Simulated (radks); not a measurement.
Q: Er27+, configuration [Kr] 4d5. All-electron calculation, Dirac Kohn-Sham, LB94 model potential, spin-unpolarised, spherical densities, finite nucleus; open shells fill j = l - 1/2 first; Fermi nuclear charge, rms radius 5.2516 fm. Program: a radial shooting solver on a logarithmic mesh with Libxc functionals. Some entries of the table are withheld. Estimate them.

orbital,occ.,eigenvalue (eV),<1/r> (bohr^-1)
1s1/2,2,-58442.99,77.61
2s1/2,2,-10615.49,18.67
2p1/2,2,(1),18.67
2p3/2,4,(2),16.19
3s1/2,2,-3105.650,6.862
3p1/2,2,-2906.999,6.789
3p3/2,4,-2710.899,6.159
3d3/2,4,(3),6.045
3d5/2,6,(4),5.891
4s1/2,2,-1271.067,3.109
4p1/2,2,(5),3.037
4p3/2,4,(6),2.824
4d3/2,4,(7),2.698
4d5/2,1,(8),2.648
5s1/2,0,-692.9246,1.722
5p1/2,0,-656.2085,1.681
5p3/2,0,-634.4018,1.597

A: 
(1) 2p1/2 eigenvalue (eV): -10165.30
(2) 2p3/2 eigenvalue (eV): -9240.743
(3) 3d3/2 eigenvalue (eV): -2370.901
(4) 3d5/2 eigenvalue (eV): -2327.791
(5) 4p1/2 eigenvalue (eV): -1189.285
(6) 4p3/2 eigenvalue (eV): -1134.780
(7) 4d3/2 eigenvalue (eV): -999.2912
(8) 4d5/2 eigenvalue (eV): -987.8879
